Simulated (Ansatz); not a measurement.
`N#C[Si](F)(C#N)C#N` + H–F → `N#C[Si](F)(F)C#N` + `C#N` at 298.15 K and 1 bar (ligand exchange at the Si–C bond).

Computed with Ansatz on PBE0-D4/def2-TZVP structures; ΔE is electronic, products minus reactants. CCSD(T)/CBS adds triple-zeta CCSD(T) − MP2 to the extrapolated MP2 energy (def2 sets, frozen cores). This one scheme is used for every species.

```csv
species,CCSD(T)/CBS energy (Eh),H − E (kJ/mol),S (J/(mol·K))
`N#C[Si](F)(C#N)C#N`,-667.16567,102.2,379.8
H–F,-100.39570,33.5,173.6
`N#C[Si](F)(F)C#N`,-674.28873,84.4,355.1
`C#N`,-93.32098,52.4,201.2
```

H − E and S are ideal-gas, rigid-rotor, harmonic terms from PBE0-D4/def2-TZVP. 1 Eh = 2625.50 kJ/mol, R = 8.31446 J/(mol·K).

Q: By hand: ΔE, ΔH, ΔS and ΔG.

A: ΔE = (-674.28873) + (-93.32098) − (-667.16567) − (-100.39570) = -0.04834 Eh = -126.9 kJ/mol. Δ(H − E) = 84.4 + 52.4 − 102.2 − 33.5 = 1.1, so ΔH = -125.8 kJ/mol. ΔS = 355.1 + 201.2 − 379.8 − 173.6 = 2.9 J/(mol·K). ΔG = -125.8 − 298.15 × (2.9)/1000 = -126.7 kJ/mol.

Q: By hand: the equilibrium constant, and the temperature at which ΔG would vanish if ΔH and ΔS stayed fixed.

A: log₁₀ K = −ΔG/(RT ln 10) = 22.2. ΔH and −TΔS have one sign here, so there is no such temperature. One of them is within its doubt of zero, so this could turn.

The number of gas molecules stays the same, so ΔS is small and ΔH decides. A doubt of 5 kJ/mol in ΔE shifts log₁₀ K by 0.9 here. These are equilibria of isolated gas molecules and say nothing of rates. Largest T1 diagnostic: 0.014 (customary marks: 0.02 for closed shells, 0.045 for open ones).
